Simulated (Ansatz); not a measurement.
`C=C([SiH3])CC` and `C=C([SiH3])Br` differ in one atom or group.

Ansatz, PBE0-D4/def2-TZVP geometries, multiplicity 1. Each molecule was computed in one conformer, which needn't be the lowest.

Scalar relativity is left out up to krypton.

```json
{"property": "size of the dipole moment (ωB97M-V/def2-TZVPP) / D", "`C=C([SiH3])CC`": "0.87"}
{"property": "HOMO–LUMO gap (PBE0/def2-TZVPP) / eV", "`C=C([SiH3])CC`": "7.34"}
{"property": "HOMO–LUMO gap (ωB97M-V/def2-TZVPP) / eV", "`C=C([SiH3])CC`": "11.62"}
{"property": "LUMO energy (PBE0/def2-TZVPP) / eV", "`C=C([SiH3])CC`": "-0.26"}
{"property": "LUMO energy (PBE/def2-TZVPP) / eV", "`C=C([SiH3])CC`": "-1.27"}
{"property": "HOMO energy (ωB97M-V/def2-TZVPP) / eV", "`C=C([SiH3])CC`": "-9.82"}
```

Question: What does the change do to each property? (Best estimate.)

Answer: Ansatz gave: 
| property | `C=C([SiH3])Br` | shift |
| --- | --- | --- |
| size of the dipole moment (ωB97M-V/def2-TZVPP) / D | 1.47 | 0.60 |
| HOMO–LUMO gap (PBE0/def2-TZVPP) / eV | 6.70 | -0.64 |
| HOMO–LUMO gap (ωB97M-V/def2-TZVPP) / eV | 10.97 | -0.65 |
| LUMO energy (PBE0/def2-TZVPP) / eV | -0.86 | -0.60 |
| LUMO energy (PBE/def2-TZVPP) / eV | -1.82 | -0.55 |
| HOMO energy (ωB97M-V/def2-TZVPP) / eV | -9.72 | 0.10 |

Dipoles are sizes alone; their direction can turn.

Spin–orbit coupling is left out; it splits and shifts lone-pair levels of the heavy atoms by tenths of an eV.
